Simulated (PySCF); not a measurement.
Calculation: PBE-D3(BJ)/def2-TZVP (PySCF). All species are isolated molecules in the gas phase. One relaxed conformer stands for a flexible species; it need not be the lowest. Excitations are Tamm–Dancoff values on a coarser integration grid. The basis has no diffuse functions, so Rydberg states are missing or too high.

Reference species (SMILES): `O/C=N/C#N` (neutral, multiplicity 1).

| Item | Value |
|---|---|
| S1 excitation (TDA) | 4.55 eV |
| HOMO–LUMO gap | 4.42 eV |

Changed species: `N#CNC=O`.

**Question.** Give the shifts of the S1 excitation (TDA) and HOMO–LUMO gap.

**Answer.** the S1 excitation (TDA) goes up by 0.55 eV, to 5.10 eV; the HOMO–LUMO gap goes up by 0.47 eV, to 4.89 eV.
